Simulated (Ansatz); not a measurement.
This triplet is an excited state, 1.00 eV above the relaxed singlet at the level B3LYP/cc-pVTZ // PBE0-D3(BJ)/def2-TZVP (Ansatz, an electronic-structure program).

The numbers are results of PBE0-D3(BJ)/def2-TZVP run with Ansatz, not measurements. No frequencies were computed at this level.

Ansatz 0.2 input:
```yaml
crystal:
  periodic: [false, false, false]
  atoms:
    - { symbol: C, position_ang: [-0.986979, -0.169869, 0.192533] }
    - { symbol: C, position_ang: [0.018552, 0.631628, -0.212326] }
    - { symbol: Si, position_ang: [1.775439, 0.119753, -0.284201] }
    - { symbol: H, position_ang: [-0.818504, -1.186269, 0.506393] }
    - { symbol: H, position_ang: [-2.006869, 0.175475, 0.218472] }
    - { symbol: H, position_ang: [-0.220096, 1.643677, -0.515446] }
    - { symbol: H, position_ang: [2.238457, -1.214395, 0.094573] }
basis:
  gaussian: { orbitals: def2-tzvp }
hamiltonian:
  xc: pbe0
  dispersion: d3bj
relax:
  max_steps: 150
magnetization:
  spin_polarized: true
  initial_magnetization: 2
```

Output:

```
Functional definition: PBE0
804 factors; their error is unknown
mean field evaluation 1: about -9995.3929 eV, gradient 4.7e1 eV
mean field evaluation 2: about -9931.1769 eV, gradient 1.0e2 eV
mean field evaluation 4: about -10007.9732 eV, gradient 6.7e0 eV
mean field evaluation 8: about -10008.3141 eV, gradient 9.8e-2 eV
mean field evaluation 16: about -10008.3427 eV, gradient 4.1e-4 eV
mean field -10008.34272510 eV, -367.7998112492 hartree, gradient 4.2e-5 eV, S^2 2.020956; 0 other end points of the search recorded, 0 dependent functions left out
reference -10008.34275436 eV, -367.7998123244 hartree; 16, 14 occupied and 107, 109 virtual orbitals, 804 factors
relax step   1: F+E_penalty+E_count = -10008.45707108 eV  Δ(F+E_penalty+E_count) = +0.000e0 eV  max|allowed force component| = 7.558e-1 eV/Å  Δτ_max = 0.0000 Å  (33 SCF iters, accepted)
these checks for a lower state are left out or cut short: starts, cluster_reference, orbital_swaps, neighbouring_geometries, increment
804 factors; their error is unknown
mean field -10008.36414824 eV, -367.8005985350 hartree, gradient 1.9e-5 eV, S^2 2.020686; 0 other end points of the search recorded, 0 dependent functions left out
reference -10008.36417724 eV, -367.8005996006 hartree; 16, 14 occupied and 107, 109 virtual orbitals, 804 factors
relax step   2: F+E_penalty+E_count = -10008.47872384 eV  Δ(F+E_penalty+E_count) = -2.165e-2 eV  max|allowed force component| = 1.430e-1 eV/Å  Δτ_max = 0.0555 Å  (34 SCF iters, accepted)
these checks for a lower state are left out or cut short: starts, cluster_reference, orbital_swaps, neighbouring_geometries, increment
804 factors; their error is unknown
mean field evaluation 32: about -10008.3653 eV, gradient 2.3e-3 eV
mean field -10008.36527487 eV, -367.8006399378 hartree, gradient 1.4e-5 eV, S^2 2.020505; 0 other end points of the search recorded, 0 dependent functions left out
reference -10008.36530383 eV, -367.8006410021 hartree; 16, 14 occupied and 107, 109 virtual orbitals, 804 factors
relax step   3: F+E_penalty+E_count = -10008.47996752 eV  Δ(F+E_penalty+E_count) = -1.244e-3 eV  max|allowed force component| = 2.667e-2 eV/Å  Δτ_max = 0.0151 Å  (37 SCF iters, accepted)
these checks for a lower state are left out or cut short: starts, cluster_reference, orbital_swaps, neighbouring_geometries, increment
804 factors; their error is unknown
mean field -10008.36526002 eV, -367.8006393922 hartree, gradient 1.5e-5 eV, S^2 2.020512; 0 other end points of the search recorded, 0 dependent functions left out
reference -10008.36528896 eV, -367.8006404558 hartree; 16, 14 occupied and 107, 109 virtual orbitals, 804 factors
relax step   4: F+E_penalty+E_count = -10008.48001481 eV  Δ(F+E_penalty+E_count) = -4.729e-5 eV  max|allowed force component| = 3.763e-2 eV/Å  Δτ_max = 0.0067 Å  (36 SCF iters, accepted)
these checks for a lower state are left out or cut short: starts, cluster_reference, orbital_swaps, neighbouring_geometries, increment
804 factors; their error is unknown
mean field -10008.36534259 eV, -367.8006424264 hartree, gradient 1.5e-5 eV, S^2 2.020521; 0 other end points of the search recorded, 0 dependent functions left out
reference -10008.36537151 eV, -367.8006434894 hartree; 16, 14 occupied and 107, 109 virtual orbitals, 804 factors
relax step   5: F+E_penalty+E_count = -10008.48013498 eV  Δ(F+E_penalty+E_count) = -1.202e-4 eV  max|allowed force component| = 2.328e-2 eV/Å  Δτ_max = 0.0041 Å  (37 SCF iters, accepted)
these checks for a lower state are left out or cut short: starts, cluster_reference, orbital_swaps, neighbouring_geometries, increment
804 factors; their error is unknown
mean field -10008.36532163 eV, -367.8006416561 hartree, gradient 1.5e-5 eV, S^2 2.020475; 0 other end points of the search recorded, 0 dependent functions left out
reference -10008.36535053 eV, -367.8006427182 hartree; 16, 14 occupied and 107, 109 virtual orbitals, 804 factors
relax step   6: F+E_penalty+E_count = -10008.48016608 eV  Δ(F+E_penalty+E_count) = -3.110e-5 eV  max|allowed force component| = 1.357e-2 eV/Å  Δτ_max = 0.0063 Å  (38 SCF iters, accepted)
these checks for a lower state are left out or cut short: starts, cluster_reference, orbital_swaps, neighbouring_geometries, increment
804 factors; their error is unknown
mean field -10008.36533108 eV, -367.8006420035 hartree, gradient 8.5e-6 eV, S^2 2.020496; 0 other end points of the search recorded, 0 dependent functions left out
reference -10008.36535998 eV, -367.8006430655 hartree; 16, 14 occupied and 107, 109 virtual orbitals, 804 factors
relax step   7: F+E_penalty+E_count = -10008.48017480 eV  Δ(F+E_penalty+E_count) = -8.719e-6 eV  max|allowed force component| = 1.404e-3 eV/Å  Δτ_max = 0.0011 Å  (27 SCF iters, accepted)
804 factors; their error is unknown
mean field evaluation 64: about -9995.3454 eV, gradient 4.7e1 eV
mean field -10008.36533108 eV, -367.8006420035 hartree, gradient 8.8e-6 eV, S^2 2.020496; 1 other end points of the search recorded, 0 dependent functions left out
reference -10008.36535998 eV, -367.8006430655 hartree; 16, 14 occupied and 107, 109 virtual orbitals, 804 factors
Total energy: -10008.48020370 eV, -367.8048634944 hartree
Atom 0 at    -0.964375    -0.175134     0.191034 Å, force     0.001404     0.000092    -0.000242 eV/Å
Atom 1 at     0.026838     0.637196    -0.215210 Å, force    -0.000442     0.000099     0.000038 eV/Å
Atom 2 at     1.783191     0.152976    -0.296498 Å, force    -0.000931    -0.000507     0.000277 eV/Å
Atom 3 at    -0.781614    -1.197810     0.505327 Å, force    -0.000014    -0.000622     0.000216 eV/Å
Atom 4 at    -1.995473     0.162991     0.220876 Å, force    -0.000498     0.000363    -0.000054 eV/Å
Atom 5 at    -0.223181     1.651644    -0.517505 Å, force     0.000348     0.000140    -0.000084 eV/Å
Atom 6 at     2.154614    -1.231862     0.111974 Å, force     0.000132     0.000436    -0.000152 eV/Å
Dipole moment:    -0.092158     0.022774     0.005140 e Å
```

Cost: roughly 26 core-seconds.
